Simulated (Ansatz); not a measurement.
Isolated molecules relaxed with PBE0-D4/def2-TZVP in Ansatz; ΔE leaves out vibrations. CCSD(T)/CBS adds triple-zeta CCSD(T) − MP2 to the extrapolated MP2 energy (def2 sets, frozen cores). This one scheme is used for every species. DFT in def2-TZVPP. Each species was taken in one conformer, which may not be the lowest.

`COCS[SiH3]` + H₂S → `COCS` + `[SiH3]S`  (substitution at a C–S bond)

`COCS[SiH3]`:

```xyz
13

C     0.934    1.692    0.054
O     0.035    0.963   -0.749
C     0.498   -0.284   -1.127
S     0.638   -1.510    0.238
Si   -1.376   -1.407    0.931
H     1.889    1.843   -0.466
H     1.125    1.180    1.002
H     0.474    2.660    0.248
H    -0.202   -0.672   -1.867
H     1.505   -0.237   -1.560
H    -1.654   -0.167    1.700
H    -2.308   -1.481   -0.225
H    -1.558   -2.580    1.822
```

H₂S:

```xyz
3

S    -0.509   -0.353   -0.018
H     0.373   -0.043    0.943
H     0.135    0.396   -0.925
```

`COCS`:

Cartesian coordinates in Å:
```
C -0.255 -1.178 0.711
O 0.760 -0.468 0.042
C 0.288 0.486 -0.845
S -0.518 1.936 -0.089
H -0.901 -1.706 -0.002
H -0.872 -0.508 1.321
H 0.236 -1.905 1.356
H 1.140 0.823 -1.434
H -0.475 0.075 -1.520
H 0.597 2.446 0.459
```

`[SiH3]S`:

```xyz
6

Si   -0.458    0.256   -0.061
S     1.093   -0.775    0.988
H     0.045    1.501   -0.695
H    -1.462    0.587    0.977
H    -1.073   -0.599   -1.107
H     1.854   -0.970   -0.102
```

```tsv
level	ΔE (kJ/mol)
PBE-D4	2.6
HF/def2-QZVPP	-5.6
```

(1) What does CCSD(T)/CBS give? (Estimate.)

Largest T1 diagnostic among the species: 0.012.

Answers

(1) The calculation gave: +3.2 kJ/mol. The listed levels differ from it by -0.6, -8.8 kJ/mol.

In def2-TZVPP, CCSD(T) changes the Hartree–Fock value by +8.5 kJ/mol (the triples alone add +1.7 kJ/mol) and MP2 by +9.7 kJ/mol. The D4 term adds +7.6 kJ/mol with B3LYP and +4.5 kJ/mol with PBE0; it sums over pairs of atoms, weighted by their polarisabilities, and B3LYP, whose exchange is more repulsive, gets the larger term.

B3LYP here is the variant with VWN-RPA as its local correlation; programs differ in this.
